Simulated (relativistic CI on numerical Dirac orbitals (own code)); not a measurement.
Cu2+ in a cubic cluster: 2p photoemission with charge transfer

Computed with a charge-transfer multiplet model of a cubic metal-ligand cluster with up to one ligand hole, Slater and spin-orbit integrals from Dirac-Coulomb-Breit ions, Slater integrals scaled by 0.9. The ground state mixes d9 with configurations of k ligand holes L, whose averages lie at kΔ + k(k − 1)U_dd/2; a core hole lowers each added d electron by U_cd. 20 K, Lorentzian 0.6 eV and Gaussian 0.8 eV FWHM.

Atomic integrals in eV (Slater integrals scaled, ζ unscaled), ground: F2dd 12.450, F4dd 7.768, zeta_d 0.099; with the core hole: F2dd 12.450, F4dd 7.768, zeta_d 0.138, zeta_core 13.377, F2cd 7.943, G1cd 6.088, G3cd 3.464.

Cluster parameters (eV): Δ = 1.6, U_dd = 7.2, 10Dq = 0.35, 10Dq(ligand) = 1, V(eg) = 1.6, V(t2g) = -0.87, final-state hopping factor = 1.

Weights, n_d and S are thermal averages at 20 K. Binding energies count from the first peak over 30 % of the highest in each spectrum, which can be another peak from case to case. The parameters are a model scan and need not match a compound or its usual spin state. Peaks in eV (height, largest 100): 0.0 (100), 6.2 (36), 9.4 (26), 20.1 (49), 28.1 (27).

Which parameters give this spectrum?
A. U_cd = 6.2 eV
B. U_cd = 8 eV
C. U_cd = 6.8 eV
D. U_cd = 8.6 eV
E. U_cd = 7.4 eV

B. U_cd = 8 eV; the ground state then has 9.32 d electrons and S = 0.50. The choice follows from running the model for each set and comparing peak positions and heights.
